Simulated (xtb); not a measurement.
F$_{6}$Se, charge -1, doublet, geometry from GFN2-xTB (a state made from the parent by changing its charge; the spin is typed, not shown lowest), atoms displaced at random by about 0.05 Å a coordinate. Base run: GFN1-xTB run with xtb 6.7.1.

xtb was given this input:
```
$ xtb mol.xyz --gfn 1 --chrg -1 --uhf 1 --opt --json

# file mol.xyz
7

F      1.10407696    -1.82290902    -0.16959426
Se     0.15831572    -0.04687320    -0.08947421
F      1.38040479     1.39957975    -0.20163837
F     -1.20120363    -1.08754008     0.52959713
F     -1.12455564     0.09223825    -1.61076934
F      0.68445610    -0.08498053     1.61687327
F     -0.97270713     1.35077222     0.52015930
```

Each row names what was changed in the base input (with any setting that the change needs).

| change | ΔE vs base (mEh) | optimiser steps |
|---|---|---|
| base | 0.000 | 10 |
| alpb = hexane | -41.374 | 9 |
| opt level = tight | 0.000 | 12 |
| engine = inertial | 0.003 | - |
| opt level = lax | 0.003 | 9 |
| opt level = loose | 0.008 | 8 |
| alpb = methanol | -72.420 | 10 |
| opt level = vtight | 0.000 | 12 |
| opt level = crude | 0.116 | 6 |
| opt level = sloppy | 0.037 | 7 |
